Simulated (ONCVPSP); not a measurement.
## Tm ONCV: all-electron and pseudo phase curves

thulium (Tm), optimised norm-conserving Vanderbilt (ONCV), made with ONCVPSP 4.0.1 (PBE, scalar-relativistic). Core [Kr] 4d10, reference 4f13 5s2 5p6 6s2. Waves: 5s+6s: rc 1.55 bohr, ncon 3, nbas 8, qcut 6 1/bohr, 2 projectors; 5p: rc 2.40 bohr, ncon 4, nbas 8, qcut 5.7 1/bohr, 3 projectors, debl 3.5 Ha; d scattering state at 0.35 Ha: rc 2.50 bohr, ncon 5, nbas 9, qcut 3.2 1/bohr, 2 projectors, debl 1.9 Ha; 4f: rc 1.20 bohr, ncon 5, nbas 10, qcut 15.4 1/bohr, 2 projectors, debl 2.9 Ha. Local part: polynomial inside 1.05 bohr (lpopt 4, dvloc0 0 Ha). Core correction: Teter function, fcfact 5.25, rcfact 1.25.

In the d channel the program set the typed energies aside and used 0.050, 1.950 Ha.

The phase is arctan(r·R′/R) of the radial function R(r), unwrapped; energies in Ha, scanned from -3 to 5 Ha. A pole is an energy at which the radial function vanishes at the test radius. The pseudo phase is shifted by a multiple of π to meet the all-electron one at the reference energy, and phase errors are pseudo minus all-electron; the curves can meet again beyond the range given. Levels narrower than the energy grid can be missing from the lists of poles.

For each channel, where are the poles, and over which energies does the pseudopotential scatter like the atom?

```csv
channel,radius (bohr),reference energy (Ha),"poles, all-electron","poles, pseudo",unbroken range about the reference energy with phases within 0.05 rad,phase error 1 Ha above the reference energy (rad)
s,1.57,-0.14,-0.60,"-0.60, 4.13",below 3.0,-0.000
p,2.43,-0.99,"-0.80, 3.26","-0.80, 3.26",the whole range,-0.000
d,2.54,0.05,"0.62, 4.33","0.62, 4.39",the whole range,+0.000
f,1.22,-0.11,0.60,0.60,the whole range,+0.000
```

Note: no bound ghost flagged; GHOST(+) flagged for s at 112.4 eV, p at 308.7 eV.

Phases in the f channel:

```csv
E (Ha),all-electron,pseudo
-2.98,1.111,1.112
-2.54,1.052,1.053
-2.10,0.964,0.965
-1.66,0.817,0.817
-1.22,0.524,0.524
-0.78,-0.118,-0.118
-0.34,-0.919,-0.919
0.10,-1.341,-1.341
0.54,-1.550,-1.550
0.98,-1.679,-1.679
1.42,-1.779,-1.779
1.86,-1.870,-1.870
2.30,-1.967,-1.967
2.74,-2.083,-2.083
3.18,-2.234,-2.234
3.62,-2.447,-2.446
4.06,-2.752,-2.751
4.50,-3.149,-3.145
4.94,-3.548,-3.543
```
